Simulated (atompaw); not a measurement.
**Which change was made? (Ni, PAW (atompaw))**

- Element: Ni
- Generator: atompaw 4.2.0.5
- Type: PAW
- Functional: PBE
- Relativity: scalar-relativistic
- Frozen core: [Ar]
- Valence charge: 10
- Reference configuration: 3d8 4s2 4p0
- Partial waves: 4s (bound): rc 3.00 bohr; 4s channel at 4.45 Ry: rc 1.70 bohr; 4p (bound, empty): rc 3.00 bohr; 4p channel at 0.6 Ry: rc 3.00 bohr; 3d (bound): rc 1.10 bohr; 3d channel at 1.4 Ry: rc 1.10 bohr
- Local potential: bessel scheme, radius 2.45 bohr
- Core correction: smooth core density matched at 2.10 bohr
- Augmentation charge: sinc compensation charge, radius 2.85 bohr; PAW radius 3.00 bohr; waves and projectors: custom polynom gramschmidtortho

Cutoffs, loose and tight: the cutoffs (Ry, on a coarse ladder) from which the occupation-weighted sum of valence levels, in a spherical-Bessel basis at the reference potential, stays within 10 and 1 mRy of its value at 400 Ry. They see the waves, projectors and local potential, not the compensation charge or the core.

The base gives: outcome: generated; cutoff, loose: 140 Ry; cutoff, tight: 200 Ry; bound ghosts: none.

(1) After one change the result is: outcome: generated; cutoff, loose: 180 Ry; cutoff, tight: 300 Ry; bound ghosts: none. Which change was it?
A. all radii scaled by about 0.83 (s 2.48, p 2.48, d 0.90 bohr); local potential bessel scheme, radius 2.02 bohr; augmentation sinc compensation charge, radius 2.34 bohr; PAW radius 2.48 bohr; waves and projectors: custom polynom gramschmidtortho; core correction smooth core density matched at 1.74 bohr
B. all radii scaled by about 1.05 (s 3.16, p 3.16, d 1.16 bohr); local potential bessel scheme, radius 2.58 bohr; augmentation sinc compensation charge, radius 3.00 bohr; PAW radius 3.16 bohr; waves and projectors: custom polynom gramschmidtortho; core correction smooth core density matched at 2.20 bohr
C. all radii scaled by about 1.27 (s 3.80, p 3.80, d 1.40 bohr); local potential bessel scheme, radius 3.10 bohr; augmentation sinc compensation charge, radius 3.60 bohr; PAW radius 3.80 bohr; waves and projectors: custom polynom gramschmidtortho; core correction smooth core density matched at 2.66 bohr

## Answers

(1) A. The others give: all radii scaled by about 1.05 (s 3.16, p 3.16, d 1.16 bohr); local potential bessel scheme, radius 2.58 bohr; augmentation sinc compensation charge, radius 3.00 bohr; PAW radius 3.16 bohr; waves and projectors: custom polynom gramschmidtortho; core correction smooth core density matched at 2.20 bohr → outcome: generated; cutoff, loose: 110 Ry; cutoff, tight: 180 Ry; bound ghosts: none | all radii scaled by about 1.27 (s 3.80, p 3.80, d 1.40 bohr); local potential bessel scheme, radius 3.10 bohr; augmentation sinc compensation charge, radius 3.60 bohr; PAW radius 3.80 bohr; waves and projectors: custom polynom gramschmidtortho; core correction smooth core density matched at 2.66 bohr → outcome: generated; cutoff, loose: 80 Ry; cutoff, tight: 120 Ry; bound ghosts: none.
